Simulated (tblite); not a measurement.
Write Cartesian coordinates for `C#Cc1cnn([C@H](C)CC)n1` as optimised with GFN2-xTB.

```xyz
22
C8H11N3 angstrom
C      4.5178    0.6492   -0.7157
C      3.4279    0.2467   -0.4146
C      2.1678   -0.2464   -0.0345
C      1.8566   -1.1332    1.0138
N      0.5485   -1.3265    1.0052
N      0.1077   -0.5971    0.0101
C     -1.2865   -0.5424   -0.3433
C     -1.4677   -1.1125   -1.7478
C     -1.7819    0.9036   -0.2496
C     -1.7070    1.4414    1.1740
N      1.0224    0.0660   -0.6442
H      5.4674    1.0040   -0.9847
H      2.5013   -1.6050    1.7255
H     -1.8008   -1.1677    0.3939
H     -0.8983   -0.5196   -2.4594
H     -2.5171   -1.0917   -2.0278
H     -1.1160   -2.1409   -1.7892
H     -1.1713    1.5190   -0.9126
H     -2.8142    0.9399   -0.6013
H     -0.6831    1.4295    1.5403
H     -2.0686    2.4657    1.2104
H     -2.3154    0.8374    1.8437
```

Orientation and origin are arbitrary. Atoms count from 1 in this order. The 5-membered ring C3–C4–N5–N6–N11 has internal angles of 104.7° to 115.3°; it is planar, 0.00 Å rms from its mean plane, widest ring torsion 0°. The C–N distances run from 1.322 Å (C4–N5, aromatic) to 1.439 Å (N6–C7, drawn single), a spread of 0.117 Å. Of the pairs four or more bonds apart, N11···H18 is among the closest relative to their van der Waals radii: 2.64 Å, 96 % of the sum of Bondi's values. The C–C distances run from 1.200 Å (C1≡C2, drawn triple) to 1.531 Å (C7–C9, drawn single), a spread of 0.331 Å.

Bonds between heavy atoms (Å): C1≡C2 1.200, C2–C3 1.406, C3–C4 1.408, C4–N5 1.322, N5–N6 1.310, N6–C7 1.439, C7–C8 1.527, C7–C9 1.531, C9–C10 1.524, N6–N11 1.305, C3–N11 1.335.

Structure optimised with GFN2-xTB, isolated species.

Point group: C1 (no symmetry element, even within 0.4 Å). Its GFN2-xTB frequencies are all real (lowest 30 cm⁻¹). One conformer, not necessarily the lowest (N5–N6–C7–C8 -116°, N6–C7–C9–C10 -64°). 3 starts were optimised and ended at 0.00, 0.83 and 0.95 kcal/mol (GFN2-xTB); the lowest of these is shown.

On one thread, Arm Neoverse V1 (aarch64), on a shared host, this took 0.57 s. That covers the optimisation of the geometry.

The numbers are calculated, not measured.
